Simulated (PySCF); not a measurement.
Static response to an electric field

C₄H₉OPSi₂.
Atom-mapped SMILES: `[CH3:1][C:2](=[O:3])[C:4]#[C:5][Si@H:6]([SiH3:7])[PH2:8]` (hydrogens: H9, H10, H11 on C1; H12 on Si6; H13, H14, H15 on Si7; H16, H17 on P8)

Geometry (GFN2-xTB, Å), atoms numbered from 1 in this order:
```xyz
17
C4H9OPSi2 angstrom
C      3.2500   -1.4545    0.3912
C      2.6691   -0.1193   -0.0032
O      3.3202    0.8839   -0.1689
C      1.2379   -0.1519   -0.1545
C      0.0360   -0.1651   -0.3033
Si    -1.8205   -0.1100   -0.3817
Si    -2.5346    1.9089   -1.2931
P     -2.5735   -0.4637    1.7191
H      2.9532   -2.2130   -0.3307
H      2.8540   -1.7446    1.3634
H      4.3338   -1.3895    0.4415
H     -2.1757   -1.3466   -1.1012
H     -3.9956    1.9629   -1.3784
H     -1.9979    2.0422   -2.6463
H     -2.0912    3.0600   -0.5050
H     -1.9266    0.6288    2.2671
H     -1.5455   -1.3165    2.0740
```

Level: CAM-B3LYP/def2-SVPD (PySCF), static field, nuclei fixed, core orbitals frozen in the response. The polarisability tensor in these axes (au):

```
x   171.51  -6.18  -2.35
y    -6.18 122.17 -15.18
z    -2.35 -15.18 121.29
```

Problem. What are the eigenvalues, a third of the trace, and Δα (Δα² = ½Σ(αi − αj)² over the three pairs)?

Solution. Principal values 105.99, 136.70 and 172.28 au; mean 138.32 au = 20.50 Å³ = 22.81 × 10⁻⁴⁰ C²·m²/J; Δα = 57.46 au (42 % of the mean).

Problem. What is the dipole moment, and where does it point?

Solution. (-1.55, -2.01, 0.28) D, 2.55 D in size, pointing from the negative to the positive side. Measured along this direction, the outermost atoms are O3 at the negative end and H12 and H17 at the positive end.

Problem. Sum over states: ᾱ = Σ f/ω², ω in Eh. What share falls to these 8 lowest TDDFT singlets (eV, f)? 4.00, 0.0002; 4.73, 0.0162; 5.30, 0.2276; 6.07, 0.0694; 6.25, 0.0374; 6.33, 0.0089; 6.56, 0.0038; 6.82, 0.0388.

Solution. They add up to 9.48 au, 6.9 % of the 138.32 au; the largest single term is 5.99 au, from the state at 5.30 eV. Terms in order: 0.01, 0.54, 5.99, 1.39, 0.71, 0.16, 0.06, 0.62 au. Higher excitations give the rest. The strengths listed sum to 0.402.

Problem. What would n − 1 = 2πNα be for an ideal gas of these molecules at 273.15 K and 1 atm, electronic part alone?

Solution. N = p/kT = 2.6868 × 10¹⁹ cm⁻³, so n − 1 = 2π × N × 20.50 × 10⁻²⁴ cm³ = 3460 × 10⁻⁶ at long wavelengths, for an ideal gas.

Problem. Find the Langevin capture rate constant for H3O+ (19.018 u) meeting this molecule (159.993 u), k = 2.342 × 10⁻⁹ cm³/s × √(α in Å³ / reduced mass in u).

Solution. The reduced mass is 17.00 u, so k = 2.57 × 10⁻⁹ cm³/s. The formula leaves out the permanent dipole, which adds to the capture rate.

Isolated species at its GFN2-xTB geometry (one conformer only).

These values come from a run that also computed excited states. On Arm Neoverse N1, one thread (shared host), this took 2.3 min of wall time and 1.1 GiB of memory at its peak.
